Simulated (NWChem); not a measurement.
System: BSiH5SO2; SMILES OB(O)S[SiH3]

```xyz
10

Si     0.3141    -1.8822     0.0000
S     -1.0657    -0.2245     0.0000
B      0.1342     1.1646     0.0000
O     -0.2823     2.4582     0.0000
O      1.4623     0.8847     0.0000
H      1.1667    -1.8864    -1.2222
H      1.1667    -1.8864     1.2222
H     -0.5555    -3.0947     0.0000
H     -1.2383     2.5623     0.0000
H      2.0033     1.6827     0.0000
```
Atoms are numbered in this order, from 1.

Computed with NWChem. The geometry was optimised at PBE0/def2-SVP.

### Question
Order these by “orbital gap (eV)”, lowest first: Hartree-Fock/aug-cc-pVDZ; Hartree-Fock/cc-pVTZ; Hartree-Fock/cc-pVDZ.

### Answer
Hartree-Fock/aug-cc-pVDZ (11.17), Hartree-Fock/cc-pVTZ (13.59), Hartree-Fock/cc-pVDZ (14.04)
